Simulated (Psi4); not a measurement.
Conformational energy of C10H8O2, SMILES C(=Cc1ccco1)c1ccco1. Scanned: dihedral C2–C1–C8–O12; all other coordinates were relaxed at GFN2-xTB. Points at φ and −φ are mirror images.

Geometry of the scan point at -60° (Å):
```
20

C      0.4408     0.4177     0.2449
C     -0.4358    -0.4340    -0.3032
C     -1.8614    -0.2905    -0.2196
C     -2.8618    -1.0872    -0.7265
C     -4.0805    -0.4759    -0.3642
C     -3.7417     0.6444     0.3333
O     -2.4102     0.7667     0.4259
C      1.8800     0.2960     0.0920
C      2.8051     1.2045    -0.3507
C      4.0686     0.5850    -0.2137
C      3.8267    -0.6381     0.3305
O      2.5113    -0.8194     0.5274
H      0.0859     1.3264     0.7124
H     -0.0920    -1.3201    -0.8177
H     -2.7338    -1.9923    -1.2843
H     -5.0692    -0.8195    -0.5898
H     -4.3374     1.4056     0.7974
H      2.6018     2.1772    -0.7494
H      5.0210     0.9975    -0.4771
H      4.4802    -1.4371     0.6199
```

Level of theory: Psi4 with PBE-D3(BJ)/def2-SVP // GFN2-xTB.

Scanned values (°): -160, -140, -120, -100, -80, -60, -40, -20, 0, 20, 40, 60, 80, 100, 120, 140, 160, 180.

Task: Describe the profile: where are the wells and the tops?

Result: Lower than their neighbours: 0° (0.0 mEh), 180° (2.2 mEh). Higher than their neighbours: -80° (15.9 mEh), 80° (15.9 mEh). The whole profile spans 15.9 mEh.
